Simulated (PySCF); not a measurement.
# EPR parameters of C4H10FSi

Compound: C₄H₁₀FSi (doublet state).
SMILES with atom numbers: `[F:1][CH2:2][CH2:3][CH2:4][CH2:5][SiH2:6]` (hydrogens: H7, H8 on C2; H9, H10 on C3; H11, H12 on C4; H13, H14 on C5; H15, H16 on Si6)

Cartesian coordinates in Å at the GFN2-xTB level; atoms count from 1:
```
atom  x, y, z in Å
F1    -2.8335    0.7040    0.7575
C2    -2.4376   -0.0715   -0.3073
C3    -1.0854   -0.7120   -0.0315
C4     0.0327    0.3249    0.0747
C5     1.3850   -0.3225    0.3533
Si6    2.8021    0.9385    0.4617
H7    -2.3986    0.5922   -1.1778
H8    -3.2185   -0.8265   -0.4479
H9    -0.8706   -1.4123   -0.8418
H10   -1.1475   -1.2774    0.9012
H11    0.0839    0.8915   -0.8589
H12   -0.2125    1.0268    0.8745
H13    1.6009   -1.0435   -0.4423
H14    1.3238   -0.8971    1.2796
H15    2.9004    1.7682   -0.7335
H16    4.0678    0.3257    0.8451
```

The hyperfine couplings belong to this conformer and change with its torsions.

Computed with UKS B3LYP, pcH-1 on C F H Si, non-relativistic, mean-field spin-orbit, GIAO in PySCF 2.14.0. Geometry: GFN2-xTB, one conformer, isolated molecule. A GFN2-xTB geometry isn't a minimum of the functional, and hyperfine couplings can be far from their values at a DFT geometry, by a factor of two or more for some ions and for spin on atoms past the first row. The SCF solution wasn't tested for stability.

| Quantity | Value |
| --- | --- |
| g1, g2, g3 | 2.00216, 2.00426, 2.00443 |
| g_iso | 2.00362 |
| Form of g | close to axial: the two nearest values differ by 7 % of g3 − g1 |
| ⟨S²⟩ | 0.7515 (exact 0.7500) |
| α and β electrons | 29, 28 |
| HOMO–LUMO gap, α and β orbitals | 6.27, 5.83 eV |
| Total energy | -547.76092 Eh |

Isotropic coupling and dipolar principal values T1 to T3, in mT (MHz turned into mT with g_iso):

```
atom  isotope   a_iso  of which spin–orbit     T1     T2    T3  Mulliken spin population
  F1      19F    0.02                 0.00  -0.02  -0.01  0.03                      0.00
  C2      13C    0.00                 0.00   0.00   0.00  0.01                      0.00
  C3      13C   -0.03                 0.00  -0.01   0.00  0.01                      0.00
  C4      13C    0.21                 0.00  -0.03  -0.02  0.05                      0.00
  C5      13C    0.37                 0.00  -0.13  -0.12  0.25                     -0.01
 Si6     29Si  -15.18                 0.04  -6.32   3.15  3.17                      1.00
  H7       1H    0.00                 0.00  -0.02  -0.01  0.03                      0.00
  H8       1H    0.00                 0.00  -0.01  -0.01  0.02                      0.00
  H9       1H    0.04                 0.00  -0.03  -0.02  0.05                      0.00
 H10       1H    0.00                 0.00  -0.03  -0.02  0.05                      0.00
 H11       1H   -0.01                 0.00  -0.07  -0.06  0.13                      0.00
 H12       1H   -0.03                 0.00  -0.11  -0.07  0.18                      0.00
 H13       1H    2.11                 0.00  -0.15   0.03  0.13                      0.02
 H14       1H    0.14                 0.00  -0.14  -0.09  0.23                      0.00
 H15       1H    1.07                 0.00  -0.37   0.05  0.32                      0.00
 H16       1H    0.93                 0.00  -0.37   0.05  0.32                      0.00
```

The largest Mulliken spin population is on Si6 (+1.00). The angles at Si6 add up to 338.3°, so it is pyramidal.

Under fast tumbling the dipolar parts average out, and these isotropic splittings remain: 2 × 1H (H13/H14, I = 1/2, 3 lines) with 1.12 mT and 2 × 1H (H15/H16, I = 1/2, 3 lines) with 1.00 mT.

Nuclei that the bonding pattern makes equivalent are averaged, as if the motion that swaps them (rotation, inversion, ring flip) were fast. The 1H value of +31.5 MHz is a mean of couplings from 3.9 to 59.1 MHz in this one geometry, not an average over conformers.

The 13C coupling of C5 (10.3 MHz) shows only in satellite lines or after enrichment, since that isotope makes up about 1.07 % of natural carbon.

The 29Si coupling of Si6 (-425.7 MHz) shows only in satellite lines or after enrichment, since that isotope makes up about 4.7 % of natural silicon.
